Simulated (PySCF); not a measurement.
Two-dimensional NMR puzzle

Compound of formula C3H11FOSi3. Correlations simulated from computed shifts and the bond graph:

HSQC (one-bond C–H):
| δH | δC |
| --- | --- |
| 5.27 | 104.2 |
| 3.58 | 53.9 |

COSY cross peaks (H two or three bonds apart, from the bond graph; peaks can be absent where the dihedral angle is near 90°):
| δH | δH |
| --- | --- |
| 5.60 | 5.27 |
| 4.05 | 3.58 |

HMBC (two and three bonds, from the bond graph):
| δH | δC |
| --- | --- |
| 5.60 | 179.1, 104.2 |
| 5.27 | 179.1 |
| 4.11 | 179.1, 104.2 |
| 4.05 | 53.9 |
| 3.58 | 179.1 |

Carbons without hydrogens: δ 179.1.

- PBE0/pcSseg-1 with gauge-including orbitals
- geometry from GFN2-xTB
- code: PySCF 2.14.0 with density-fitted response routines
- single conformer, equivalent nuclei averaged, in vacuum, non-relativistic

Chemical shifts δ = σref − σ; TMS for 1H and 13C, all at this level.

Exchangeable hydrogens are left out of these lists.

**Question.** Assemble the structure.

**Answer.** SMILES F[SiH2]/C=C(\[SiH3])OC[SiH3].

Structure with atom numbers: `[F:1][SiH2:2]/[CH:3]=[C:4](\[SiH3:5])[O:6][CH2:7][SiH3:8]` (H(Xn): hydrogen on atom n).

δC 179.1 is C4, an alkene carbon bearing oxygen. δC 104.2 is C3, a β carbon of an enol-ether or enamine type C=C (δH 5.27). δC 53.9 is C7, an sp3 CH2 bonded to O and Si (δH 3.58). HMBC from δH 5.60 reaches the proton-free carbon C4. HMBC from δH 5.27 reaches the proton-free carbon C4. HMBC from δH 4.11 reaches the proton-free carbon C4. HMBC from δH 3.58 reaches the proton-free carbon C4. COSY links 5.60–5.27, 4.05–3.58.

The data come from this structure; uniqueness wasn't tested.

Shifts are as computed. Against solution values, carbons near 30 ppm lie about +3 ppm off and those near 130 ppm about +5 ppm. Of 1211 compounds with measured shifts, 218 miss one by over three times the rms of a fit or turn the order of signals round; such compounds aren't used in these exercises.
